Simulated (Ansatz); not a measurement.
Born–Oppenheimer molecular dynamics of CH5BFN (9 atoms, charge 0, multiplicity 1). It starts from a relaxed structure.

Method: Ansatz, RKS BHLYP-D4/def2-SVPD.

```json
{
  "ensemble": "NVE (velocity Verlet)",
  "time step": "0.5 fs",
  "steps asked": "300",
  "starting velocities drawn for": "1000 K",
  "seed": "733396"
}
```

First frame:

```xyz
9
Properties=species:S:1:pos:R:3
B -0.088 0.181 0.108
N 0.032 -0.173 1.449
H -0.714 -0.581 1.976
H 0.881 -0.038 1.964
F 0.999 0.720 -0.476
C -1.382 -0.001 -0.753
H -2.212 -0.451 -0.206
H -1.712 0.968 -1.141
H -1.167 -0.625 -1.625
```

**Question.** How far do the bonds stretch over the last three quarters of this one trajectory? (Pairs bonded in most of those frames.)

**Answer.** 
| bond | mean (Å) | spread (Å) | shortest | longest |
| --- | --- | --- | --- | --- |
| B1–N2 | 1.397 | 0.036 | 1.33 | 1.46 |
| B1–F5 | 1.353 | 0.030 | 1.30 | 1.41 |
| B1–C6 | 1.571 | 0.027 | 1.49 | 1.60 |
| N2–H3 | 1.006 | 0.037 | 0.93 | 1.08 |
| N2–H4 | 1.009 | 0.043 | 0.93 | 1.10 |
| C6–H7 | 1.093 | 0.016 | 1.06 | 1.13 |
| C6–H8 | 1.098 | 0.028 | 1.05 | 1.14 |
| C6–H9 | 1.105 | 0.047 | 1.02 | 1.19 |

Mean temperature of the second half: 499 K. The conserved energy stayed within 0.93 meV per atom of its start (net change 0.64 meV per atom), so the integration is sound. Over the second half the temperature averaged 0.50 of the 1000 K drawn at the start: a run that starts near a minimum puts about half its kinetic energy into the potential. A run of 0.15 ps of so small a system gives no equilibrium averages.

The run took 11 min on 2 threads of Arm Neoverse V2 (shared host), peak memory 0.28 GiB.
